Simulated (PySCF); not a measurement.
C₂H₉AlO₂Si (SMILES C[SiH](C)[Al]([OH])[OH]), singlet, at a GFN2-xTB geometry (such geometries of metal compounds can be far from the true shape). Base run: PySCF with DF-PBE/pcseg-0.

Here is a job for PySCF.
```python
from pyscf import gto, scf, dft

mol = gto.Mole()
mol.atom = '''
    Si   -1.047454    0.487281   -0.314601
    C    -1.498018    1.669825    1.122209
    C    -2.287807   -0.968471   -0.262152
    Al    1.226320   -0.312566   -0.125447
    O     2.354524    0.832926    0.261527
    O     1.466165   -1.927446   -0.387622
    H    -1.374576    1.236599   -1.560057
    H    -1.424408    1.166072    2.082147
    H    -0.815570    2.513846    1.144632
    H    -2.506128    2.063162    1.030676
    H    -3.317609   -0.634938   -0.345930
    H    -2.194520   -1.527722    0.664414
    H    -2.096426   -1.657810   -1.078604
    H     3.005552    1.483815    0.483424
    H     1.595318   -2.853568   -0.537061
'''
mol.basis = 'pcseg-0'
mol.charge = 0
mol.spin = 0
mol.verbose = 4
mol.max_memory = 1800
mol.build()

mf = dft.RKS(mol)
mf.xc = 'pbe'
mf = mf.density_fit(auxbasis='def2-universal-jkfit')
mf.kernel()
```

The job was repeated with other settings on one machine. Differences are taken from the largest basis of the pcseg family in the series, which isn't the basis-set limit (pcseg-2: -763.692916 Eh). The cheapest run took roughly 10 core-seconds.

```csv
setting,basis functions,"cost, times the cheapest (rough)",difference in total energy (mEh)
pcseg-0,80,1,1390.57
pcseg-1,137,2,204.71
pcseg-2,314,5,reference
```

Times come from a shared machine, hold the start-up and are rough. Total energies converge more slowly with the basis than energy differences do.
